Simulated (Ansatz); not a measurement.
Li10 (started as a model of: Li10 tetrahedron). Charge 0, multiplicity 3. Geometry B3LYP/def2-TZVP; atoms count from 1.

```xyz
10

Li   -1.087    0.985    3.529
Li   -0.504   -1.403    1.512
Li   -0.212   -3.608   -0.569
Li    1.325    0.788    1.461
Li    1.454   -1.225   -0.554
Li    3.497    0.839   -0.674
Li   -1.460    1.231    0.554
Li   -1.208   -0.885   -1.507
Li    0.619    1.306   -1.557
Li   -2.424    1.972   -2.195
```

Q: Estimate the Mulliken populations from the PBE0/def2-TZVP orbitals of Ansatz.

A: 
```
atom  charge (e)  spin (α − β)
 Li1       -0.03          0.27
 Li2        0.04          0.11
 Li3       -0.01          0.16
 Li4        0.04          0.11
 Li5       -0.08          0.46
 Li6       -0.01          0.16
 Li7        0.01          0.23
 Li8        0.04          0.11
 Li9        0.04          0.11
Li10       -0.03          0.27
```
Mulliken values and Mayer orders depend strongly on the basis.

Q: Where does the spin sit?

A: Summed by element: Li 2.00, of 2 unpaired in all. Largest on single atoms: Li5 0.46, Li1 0.27, Li10 0.27.

Q: And the Mayer bond orders between bonded heavy atoms (over 0.3)?

A: Li1–Li7 0.37 (3.01 Å); Li2–Li3 0.32 (3.05 Å); Li3–Li5 0.32 (2.91 Å); Li3–Li8 0.32 (3.05 Å); Li4–Li6 0.32 (3.05 Å); Li5–Li6 0.32 (2.91 Å); Li6–Li9 0.32 (3.05 Å); Li7–Li10 0.37 (3.01 Å).
